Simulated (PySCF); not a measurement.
All values below come from PBE-D3(BJ)/def2-TZVP // B3LYP-D3(BJ)/def2-TZVP (PySCF). Isolated molecules, 0 K electronic values unless said otherwise. One relaxed conformer stands for a flexible species; it need not be the lowest. Excitations are Tamm–Dancoff values on a coarser integration grid. The basis has no diffuse functions, so Rydberg states are missing or too high.

Reference species (SMILES): `Br[Si](S)(Br)Br` (H–S–Si–Br torsion 60°) (neutral, multiplicity 1).

| Property | Value |
|---|---|
| HOMO | -6.81 eV |
| S1 oscillator strength | 0.002 |
| S1 excitation (TDA) | 4.54 eV |

Changed species: `Br[Si](Br)(Br)Br` (0 of 4 Br replaced by SH; the reference has 1 of 4 Br replaced by SH).

### Question
What does the change do to the HOMO, S1 oscillator strength and S1 excitation (TDA)?

### Answer
the HOMO decreases by 0.60 eV, to -7.41 eV; the S1 oscillator strength stays essentially unchanged; the S1 excitation (TDA) rises by 0.32 eV, to 4.86 eV.
